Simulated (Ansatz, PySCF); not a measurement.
This PySCF input computes a CCSD(T)/cc-pVDZ energy:

```python
from pyscf import gto, scf, mp, cc as ccmod

mol = gto.M(
    atom='''
    C     1.36656412   -0.18415937   -0.09598662
    C     0.06593869   -0.00888596   -0.00463149
    F    -0.83029842   -0.97785241    0.07898218
    F    -0.54605565    1.16333108    0.01769207
    H     2.01907743    0.67097753   -0.15970021
    H     1.77309228   -1.18201362   -0.10665944
    ''',
    basis='cc-pvdz',
    charge=0,
    spin=0,
    verbose=4,
)

mf = scf.RHF(mol)
mf.conv_tol = 1e-10
mf.max_cycle = 100
mf.kernel()
mp2 = mp.MP2(mf, frozen=4).run()
cc = ccmod.CCSD(mf, frozen=4)
cc.max_cycle = 100
cc.kernel()
et = cc.ccsd_t()
print(f'E(CCSD(T)) = {cc.e_tot + et:.9f}')
```

**Question.** Write an input for the same energy in Ansatz (an electronic-structure program) and say what it gives.

**Answer.** 
Ansatz 0.2 input:
```yaml
crystal:
  periodic: [false, false, false]
  atoms:
    - {symbol: C, position_ang: [1.36656412, -0.18415937, -0.09598662]}
    - {symbol: C, position_ang: [0.06593869, -0.00888596, -0.00463149]}
    - {symbol: F, position_ang: [-0.83029842, -0.97785241, 0.07898218]}
    - {symbol: F, position_ang: [-0.54605565, 1.16333108, 0.01769207]}
    - {symbol: H, position_ang: [2.01907743, 0.67097753, -0.15970021]}
    - {symbol: H, position_ang: [1.77309228, -1.18201362, -0.10665944]}
basis:
  gaussian:
    orbitals: cc-pVDZ
magnetization: {spin_polarized: false}
correlation: {method: ccsd_t, electrons: outside_noble_gas}
```
It gives -276.42828 Eh, and PySCF -276.42829 Eh, a difference of 0.01 mEh.
